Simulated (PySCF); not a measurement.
Computed IR spectrum (relative IR intensity) of a molecule C3H12OSi2. Geometry: B3LYP-D3(BJ)/def2-SVP. One conformer was computed; it need not be the lowest. Computed with PySCF 2.14.0 with B3LYP-D3(BJ)/def2-SVP. Frequencies are harmonic and unscaled.

Lines under 2 % of the strongest are left out, and lines within 2 cm⁻¹ are merged.

ν (cm⁻¹): 503 (vw), 640 (vw), 740 (w), 752 (m), 805 (w), 855 (vw), 884 (w), 887 (w), 910 (vs), 946 (m), 956 (s), 961 (w), 1122 (m), 1267 (w), 1270 (w), 1460 (vw), 2188 (m), 2196 (m), 2216 (m), 2247 (m), 2967 (w), 3016 (w), 3124 (vw) (against the strongest line: vs over 80 %, s over 45 %, m over 15 %, w over 4 %, vw less)

Which structure fits?
A. C[SiH2]CO[SiH2]C
B. CC([SiH3])([SiH3])CO
C. CCO[SiH2][SiH2]C
D. C[SiH2]COC[SiH3]

A, C[SiH2]CO[SiH2]C
